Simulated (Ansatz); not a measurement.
Born–Oppenheimer molecular dynamics of GaH$_{6}$NO$_{2}$ (10 atoms, charge 0, multiplicity 1). It starts at the highest image of a converged band. Of that band: A structure lower than the last end lies on the path between it and the top, so the climb from that side starts below the end, which may itself be a saddle point or a shallow side well. Neighbouring images differ by up to 1.6 eV, so the band resolves the path poorly. A vibrational analysis at the climbing image gives one clearly imaginary mode, 1287i cm⁻¹: a first-order saddle point.

The calculation used RKS r2SCAN/def2-mTZVP (Ansatz 0.2.0).

- ensemble: NVE (velocity Verlet)
- time step: 0.5 fs
- steps asked: 200
- starting velocities drawn for: 100 K
- seed: 10745

First frame:

```xyz
10
Properties=species:S:1:pos:R:3
Ga 0.080 0.272 -0.048
H -0.219 -0.023 1.801
O 1.737 -0.210 -0.517
H 1.767 -1.026 -1.033
O -1.340 -0.318 -0.972
H -2.164 -0.331 -0.469
N 0.100 2.030 0.792
H 0.989 2.524 0.815
H -0.645 2.696 0.599
H -0.119 0.963 1.714
```

Question: How far do the bonds stretch over the last three quarters of this one trajectory? (Pairs bonded in most of those frames.)

Answer: 
```csv
bond,mean (Å),spread (Å),shortest,longest
Ga1–H2,1.581,0.060,1.48,1.69
Ga1–O3,1.844,0.050,1.76,1.91
Ga1–O5,1.829,0.034,1.77,1.88
O3–H4,0.970,0.011,0.95,0.99
O5–H6,0.967,0.003,0.96,0.97
N7–H8,1.025,0.031,0.96,1.10
N7–H9,1.023,0.021,0.98,1.07
N7–H10,1.035,0.068,0.92,1.14
```

Pairs bonded in part of these frames only: Ga1–N7 25 %.

Mean temperature of the second half: 985 K. The conserved energy stayed within 0.54 meV per atom of its start (net change -0.19 meV per atom), so the integration is sound. The kinetic energy rose, since the run started high on the potential surface and went downhill. It ends in pieces (GaH3O2 + H3N), so much of that is their flight and rotation, not heat. A run of 0.1 ps of so small a system gives no equilibrium averages. The orbitals stay closed-shell, which can raise the energy where a bond breaks towards radicals; this wasn't checked here.

Time of the run: 7.3 min on 4 threads of Arm Neoverse V2 (shared host), peak memory 0.18 GiB.
